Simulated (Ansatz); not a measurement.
C₃H₇AlSi (`C=C=[C]([AlH2])[SiH3]`), relaxed with RKS PBE0-D4/def2-TZVP in Ansatz 0.2.0 from a PBE-D4/def2-SVP geometry. The force threshold is 0.005 eV/Å; the program also tests the step.

Charge 0, multiplicity 1.

Start:

```xyz
12

C    -0.674    1.519   -1.772
C    -0.274    0.696   -0.820
C     0.146   -0.130    0.123
Al    2.058   -0.546    0.062
Si   -1.054   -0.818    1.402
H    -1.023    1.139   -2.746
H    -0.675    2.611   -1.617
H     2.664   -1.552    1.151
H     2.955    0.129   -1.074
H    -2.459   -0.363    1.118
H    -0.656   -0.362    2.782
H    -1.007   -2.324    1.392
```

```tsv
step	energy (eV)	largest force (eV/Å)	largest move (Å)
1	-17688.9703	0.812	0.000
2	-17689.0212	0.134	0.042
3 (rejected)	-17688.9870	0.705	0.140
4	-17689.0221	0.121	0.020
5 (rejected)	-17689.0197	0.225	0.052
6	-17689.0244	0.119	0.025
7	-17689.0248	0.055	0.046
8	-17689.0251	0.013	0.024
9	-17689.0251	0.038	0.018
10	-17689.0252	0.005	0.007
```

End:

```xyz
12

C    -0.663    1.488   -1.746
C    -0.270    0.677   -0.804
C     0.144   -0.132    0.129
Al    2.044   -0.527    0.060
Si   -1.054   -0.806    1.383
H    -1.004    1.108   -2.702
H    -0.662    2.561   -1.593
H     2.663   -1.501    1.148
H     2.915    0.136   -1.082
H    -2.431   -0.315    1.117
H    -0.638   -0.393    2.750
H    -1.043   -2.293    1.339
```

Hardware: 4 threads of an Arm Neoverse V2 on a shared host. Wall time 36 s, peak host memory 0.58 GiB.
